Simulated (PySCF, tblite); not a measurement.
Species: C5H10O2Si2.
Cartesian coordinates in Å at the GFN2-xTB level; atoms count from 1:
```
atom  x, y, z in Å
C1     0.1967    2.2423    1.0819
C2     0.6191    1.2353    0.5800
C3     1.0385    0.0095   -0.0134
Si4   -0.1857   -0.7459   -1.2537
O5    -1.6726   -0.7259   -0.6452
Si6   -2.9084   -0.2736    0.3256
O7    -2.3897    0.6729    1.5240
C8     2.5211   -0.1447   -0.2627
C9     1.8855   -0.8984    0.8524
H10   -0.1062    3.1518    1.5092
H11    0.1563   -2.1503   -1.4695
H12   -0.1914    0.0653   -2.4717
H13   -3.8249    0.4338   -0.5624
H14   -3.4096   -1.4948    0.9355
H15   -1.5701    1.1766    1.4455
H16    2.8251   -0.6864   -1.1458
H17    3.1636    0.6888   -0.0177
H18    1.7529   -1.9646    0.7455
H19    2.0900   -0.5825    1.8654
```

Jobs on this species (19 atoms, 84 electrons) with PySCF (density fitting) and tblite. Hardware of each: an Arm Neoverse N1 with one thread (shared host). The host was shared with other jobs, so the times are rough.

Question: Rank these jobs by wall time, shortest first.
A. GFN2-xTB; Hessian by finite differences
B. PBE0/pcSseg-1; shieldings, ring-centre shieldings, charges and field gradients; 217 basis functions
C. GFN2-xTB; L-BFGS relaxation

Answer: A (1.5 s), C (4.4 s), B (74 s).

All jobs:

| level and settings | work | basis functions | SCF cycles | wall time |
| --- | --- | --- | --- | --- |
| GFN2-xTB | Hessian by finite differences | – | – | 1.5 s |
| GFN2-xTB | L-BFGS relaxation | – | – | 4.4 s |
| PBE0/pcSseg-1 | shieldings, ring-centre shieldings, charges and field gradients | 217 | 15 | 74 s |

Question: What do all jobs in the table cost together?

Answer: About 80 s; the longest takes about 93 % of that, and about 49 times as long as the shortest.
